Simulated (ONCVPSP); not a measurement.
**Before and after: ONCV potential for boron (B)**

| Item | Value |
| --- | --- |
| Element | B |
| Generator | ONCVPSP 4.0.1 |
| Type | optimised norm-conserving Vanderbilt (ONCV) |
| Functional | BLYP |
| Relativity | scalar-relativistic |
| Frozen core | [He] |
| Valence charge | 3 |
| Reference configuration | 2s2 2p1 |
| Partial waves | 2s: rc 1.25 bohr, ncon 4, nbas 8, qcut 6.3 1/bohr, local; 2p: rc 2.00 bohr, ncon 5, nbas 8, qcut 3.7 1/bohr, 2 projectors, debl 3 Ha; d scattering state at 0.05 Ha: rc 2.10 bohr, ncon 3, nbas 7, qcut 5 1/bohr, 2 projectors, debl 2.4 Ha |
| Local potential | the s channel |
| Core correction | Teter function, fcfact 3.75, rcfact 1.35 |

Change: core correction Teter function, fcfact 3.75, rcfact 1.84.

Cutoffs: the cutoffs (Ha) at which the residual kinetic energy of the hardest occupied pseudo-wave falls to 1 and 0.1 mHa per electron; they do not see the model core or the augmentation charge, which bear on the density cutoff. Errors are all-electron minus pseudo energies relative to the spin-unpolarised reference configuration.

Q: What does the change do?

A: The potential gets neither clearly harder nor softer (34 Ha and 45 Ha → 34 Ha and 45 Ha); of the 4 tests that both files solve, the error grows in 1 and shrinks in 3 by more than 15 % and 0.3 meV (median size 20.2 → 13.8 meV); neither file shows a bound ghost. A model core, the more so a compact one, raises the density cutoff, which this test does not measure.

| quantity | base | changed |
| --- | --- | --- |
| cutoff, loose | 34 Ha | 34 Ha |
| cutoff, tight | 45 Ha | 45 Ha |
| bound ghosts | none | none |
| GHOST(+) flags under 300 eV | none | none |
| error for 2s2 2p0, meV [ΔE 8.17 eV] | +36 | +24 |
| error for 2s1 2p0, meV [ΔE 33.52 eV] | +159 | +49 |
| error for 2s2 2p0.5, meV [ΔE 2.86 eV] | +4.8 | +3.3 |
| error for 2s1 2p2, meV [ΔE 5.78 eV] | +0.5 | -1.6 |
| s: phases at 1.27 bohr within 0.05 rad from the reference energy up to (Ha; the scan ends near 5) | 4.6 | 4.6 |
| p: phases at 2.03 bohr within 0.05 rad from the reference energy up to (Ha; the scan ends near 5) | to the end of the scan | to the end of the scan |
| d: phases at 2.13 bohr within 0.05 rad from the reference energy up to (Ha; the scan ends near 5) | 4.2 | 4.2 |
| rms error of d²Exc/dni dnj with the model core, mHa | 2.81 | 1.02 |
